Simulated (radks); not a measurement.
Values are calculated unless marked as measured or tabulated.
How relativity changes the ionisation of neutral aluminium ([Ne] 3s2 3p1) to Al+ ([Ne] 3s2). Spin-unpolarised spherical Kohn-Sham, PBEsol, point nucleus unless stated (finite: rms radius 3.061 fm), a radial shooting solver on a logarithmic mesh with Libxc functionals. A level marked "c x" has the speed of light scaled by that factor and shares open shells by 2j + 1; other Dirac levels either fill j = l - 1/2 first or share by 2j + 1.

level                               E(Al) (hartree)  E(Al+) (hartree)  IE (eV)   HOMO  <r> HOMO (bohr)
non-rel.                                 -241.73863        -241.52747    5.746     3p            3.432
scalar-rel.                              -242.19614        -241.98534    5.736     3p            3.434
scalar-rel., finite nucleus              -242.19600        -241.98520    5.736     3p            3.434
Dirac, 2j+1 shares                       -242.19636        -241.98556    5.736  3p3/2            3.437
Dirac, low j first                       -242.19676        -241.98556    5.747  3p1/2            3.429
Dirac, 2j+1 shares, finite nucleus       -242.19622        -241.98542    5.736  3p3/2            3.437
Dirac, c x 0.75                          -242.55521        -242.34470    5.728  3p3/2            3.441
Dirac, c x 10                            -241.74319        -241.53203    5.746  3p3/2            3.432
Dirac, c x 100                           -241.73867        -241.52751    5.746  3p3/2            3.432

NIST Atomic Spectra Database: 5.986 eV (measured). The relativistic part of the total energy of Al is -0.4576 hartree (Dirac, 2j+1 shares, finite nucleus), 0.19 % of the non-relativistic value. Spin polarisation and multiplet splitting of open shells are left out at every level.

Beside tabulated values, note that spin-unpolarised runs miss the spin-polarisation part of the exchange energy of open shells.
